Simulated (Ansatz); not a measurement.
CuO2, relaxed as a doublet with UKS r2SCAN-D4/def2-TZVP in Ansatz, starting from the GFN1-xTB geometry. Force threshold 0.02 eV/Å.

The charge 0 doublet is spin-contaminated (final ⟨S²⟩ up to 1.65, 0.75 for a pure state). Another isomer (doublet) lies 0.83 eV lower at PBE0-D4/def2-TZVP; other spin states weren't run for this one.

Start:

```xyz
3

Cu   -0.068   -0.264   -0.193
O     0.934   -0.694    0.905
O    -0.866    0.958   -0.712
```

Estimate the energy that the relaxation releases and the steps that it takes.

20.9 kcal/mol, in 9 steps; 2.8 min on 2 threads of Arm Neoverse V2 on a shared host. The force fell under the threshold at step 8, but the optimiser went on. No frequencies were taken in this run, so the end may be a saddle point.

Does the start keep its bonding and symmetry?

By distances, no bond broke or formed. The bond that changes most is Cu1–O3, from 1.55 to 1.71 Å (atoms count from 1). Point group C2v at the start, D∞h at the end, both within 0.05 Å.

Predict the relaxed structure.


```
atom   x (Å)   y (Å)   z (Å)
 Cu1   0.003  -0.003   0.002
  O2   1.044  -0.963   0.936
  O3  -1.047   0.966  -0.939
```
Bond lengths: 2 × Cu–O 1.70 to 1.71 Å.
